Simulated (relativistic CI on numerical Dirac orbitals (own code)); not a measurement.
Ti³⁺: L2,3 absorption edge

Computed with this model: Dirac-Coulomb-Breit CI, orbitals from a KLI potential per configuration, model QED, multiplet model of core-to-valence dipole absorption, unscaled Slater integrals; configurations [Ar] 3d → [He] 2s2 2p5 3s2 3p6 3d2; 300 K; Lorentzian 0.4 eV and Gaussian 0.3 eV FWHM. Energies are those of the free ion, without screening or charge transfer. The branching ratio is the share of the lower-energy edge in the whole absorption, uncertain by about 0.02 where the edges overlap. S is read from ⟨S²⟩ = S(S + 1).

Field parameters in Wybourne normalisation: D4h B²₀ = −7Ds, B⁴₀ = 21(Dq − Dt), B⁴₄ = 21√(5/14) Dq. The field is a parameter set, without covalency.

free ion: ground-state S = 0.50, centroid 464.22 eV. Peaks (eV, height): 458.3 (12), 459.5 (14), 460.7 (45), 461.4 (59), 462.3 (34), 463.7 (67), 464.9 (24), 466.8 (100), 470.2 (11).

D4h, 10Dq = 22000, Ds = -1500, Dt = 760 cm⁻¹: ground-state S = 0.50, centroid 464.59 eV. Peaks (eV, height): 458.4 (14), 459.7 (27), 462.2 (56), 463.4 (50), 465.2 (48), 465.7 (58), 467.0 (71), 467.7 (100), 469.0 (15).

D4h, 10Dq = 22000, Ds = -860, Dt = 760 cm⁻¹: ground-state S = 0.50, centroid 464.57 eV. Peaks (eV, height): 458.5 (14), 459.5 (29), 461.0 (21), 462.1 (60), 463.3 (59), 465.1 (49), 465.6 (63), 466.9 (65), 467.7 (100), 468.9 (24).

D4h, 10Dq = 22000, Ds = -210, Dt = 760 cm⁻¹: ground-state S = 0.50, centroid 464.55 eV. Peaks (eV, height): 457.8 (13), 458.6 (15), 459.4 (35), 460.0 (26), 461.0 (27), 462.0 (57), 463.2 (74), 465.4 (74), 466.8 (70), 467.8 (100), 468.8 (37).

D4h, 10Dq = 22000, Ds = 430, Dt = 760 cm⁻¹: ground-state S = 0.50, centroid 464.53 eV. Peaks (eV, height): 457.6 (15), 459.3 (41), 460.8 (35), 461.9 (51), 463.1 (94), 465.3 (88), 466.7 (80), 467.2 (84), 468.0 (100), 468.8 (53).

D4h, 10Dq = 22000, Ds = 1070, Dt = 760 cm⁻¹: ground-state S = 0.50, centroid 464.48 eV. Peaks (eV, height): 457.5 (16), 459.2 (39), 459.8 (33), 460.6 (35), 461.7 (43), 463.0 (100), 465.1 (77), 465.9 (74), 467.0 (78), 468.1 (90), 468.8 (56).

Strongest unbroadened transitions for D4h, 10Dq = 22000, Ds = -210, Dt = 760 cm⁻¹:

| Energy (eV) | Relative strength |
| --- | --- |
| 461.82 | 30.3 |
| 462.86 | 39.5 |
| 463.21 | 47.3 |
| 463.24 | 65.8 |
| 464.20 | 34.6 |
| 464.70 | 32.5 |
| 464.90 | 45.8 |
| 465.30 | 35.2 |
| 465.42 | 49.8 |
| 465.55 | 49.9 |
| 466.37 | 35.5 |
| 466.64 | 40.8 |
| 466.77 | 27.5 |
| 467.35 | 100.0 |
| 467.79 | 79.0 |
| 467.81 | 43.0 |
| 467.93 | 62.2 |
| 468.87 | 59.2 |
